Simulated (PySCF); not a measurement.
Give a PBE0-D3(BJ)/def2-SVP geometry of `O=C(Cl)c1cc(Br)cs1`.

Z-matrix in Å and degrees, rows numbered from 1:
```
O 
C   1  1.1888
Cl  2  1.7833  1  121.00
C   2  1.4598  1  125.91  3  -179.98
C   4  1.3787  2  130.30  1  -179.43
C   5  1.4144  4  111.48  2   179.80
Br  6  1.8715  5  123.37  4  -179.99
C   6  1.3768  5  113.16  4     0.00
S   8  1.7059  6  111.91  5     0.03
H   5  1.0891  4  123.48  2    -0.21
H   8  1.0892  6  127.21  5   179.98
```

The 9 heavy atoms lie in one plane (0.004 Å rms). Of the pairs four or more bonds apart, Cl3···H10 is among the closest relative to their van der Waals radii: 2.78 Å, 94 % of the sum of Bondi's values. S9 (thiophene-type sulfur) is bent (angle 91.5°). The C–S distances run from 1.706 Å (C8–S9, aromatic) to 1.731 Å (C4–S9, aromatic), a spread of 0.025 Å.

Computed, not measured: PBE0-D3(BJ)/def2-SVP geometry optimisation, gas phase in PySCF 2.14.0.

Point group: Cs (tolerance 0.08 Å). No PBE0-D3(BJ)/def2-SVP frequencies stand behind this structure, so it isn't proved a minimum. The numbers are those of one conformer (O1–C2–C4–C5 -179°).

The run took 2.1 min of wall time on an Arm Neoverse V2 with one thread (shared host), and the process peaked at 0.74 GiB of memory. This is the geometry optimisation.
